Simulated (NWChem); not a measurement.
System meant: SnSiH$_{3}$I, singlet; SMILES [SiH3][Sn][I]

NWChem input:

```
start job
memory heap 200 mb stack 900 mb global 1100 mb
geometry units angstroms noautoz
  Sn    -0.787716     1.028006    -0.002098
  I      0.294404    -1.501261     0.002253
  Si     1.661382     2.110998    -0.001644
  H      1.628388     3.611104    -0.003612
  H      2.418214     1.666276    -1.216099
  H      2.416528     1.669290     1.214905
end
basis spherical
  Sn library def2-svp
  I library def2-svp
  Si library def2-svp
  H library def2-svp
end
ecp
  Sn library def2-ecp
  I library def2-ecp
end
dft
  xc b3lyp
  iterations 4
  mulliken
end
task dft energy
```

End of the output:

```
    Atom       Charge   Shell Charges
 -----------   ------   -------------------------------------------------------
    1 Sn  22    21.84   1.19  0.80  1.10  0.71  3.01  2.83  1.11  0.93  9.44  0.72
    2 I   25    25.10   1.25  0.73  1.07  0.82  2.77  3.19  2.51  2.73  9.48  0.55
    3 Si  14    13.80   2.00  1.94  0.72  0.38  5.82  1.32  1.45  0.18
    4 H    1     1.10   0.64  0.43  0.03
    5 H    1     1.08   0.64  0.42  0.03
    6 H    1     1.08   0.64  0.42  0.03

 center of mass
 --------------
 x =  -0.12596304 y =  -0.14131231 z =   0.00000000

 moments of inertia (a.u.)
 ------------------
        2003.484296198789          -0.000000136277           0.000000000000
          -0.000000136277         623.935020327701           0.000000000000
           0.000000000000           0.000000000000        2606.149927777020

     Multipole analysis of the density
     ---------------------------------

     L   x y z        total         alpha         beta         nuclear
     -   - - -        -----         -----         ----         -------
     0   0 0 0     -0.000000    -32.000000    -32.000000     64.000000

     1   1 0 0     -0.511859    -17.504909    -17.504909     34.497960
     1   0 1 0      0.743297    -14.130795    -14.130795     29.004886
     1   0 0 1      0.000000      0.000000      0.000000      0.000000

     2   2 0 0    -52.627107   -159.298653   -159.298653    265.970199
     2   1 1 0     -2.246996    -73.547073    -73.547073    144.847151
     2   1 0 1      0.000000      0.000000      0.000000      0.000000
     2   0 2 0    -50.567523   -293.859533   -293.859533    537.151543
     2   0 1 1     -0.000000     -0.000000     -0.000000      0.000000
     2   0 0 2    -47.927448    -29.239786    -29.239786     10.552124

 ------------------------------------------------------------------------
 dft energy failed                                                                                  0
 ------------------------------------------------------------------------
 ------------------------------------------------------------------------
  current input line :
    26: task dft energy
 ------------------------------------------------------------------------
 ------------------------------------------------------------------------
 This type of error is most commonly associated with calculations not reaching convergence criteria
 ------------------------------------------------------------------------
 For more information see the NWChem manual at https://nwchemgit.github.io

0:dft energy failed:Received an Error in Communication
```

Can this run be used? If not, why, and what is the fix?

The run did not converge; its last values are not results. Cause: the SCF was allowed too few iterations. This input runs:
```
start job
memory heap 200 mb stack 900 mb global 1100 mb
geometry units angstroms noautoz
  Sn    -0.787716     1.028006    -0.002098
  I      0.294404    -1.501261     0.002253
  Si     1.661382     2.110998    -0.001644
  H      1.628388     3.611104    -0.003612
  H      2.418214     1.666276    -1.216099
  H      2.416528     1.669290     1.214905
end
basis spherical
  * library def2-svp
end
ecp
  Sn library def2-ecp
  I library def2-ecp
end
dft
  xc b3lyp
  iterations 150
  mulliken
end
task dft energy
```
It converges to -803.43493 Ha (B3LYP/def2-SVP with def2 effective core potentials on Sn, I).
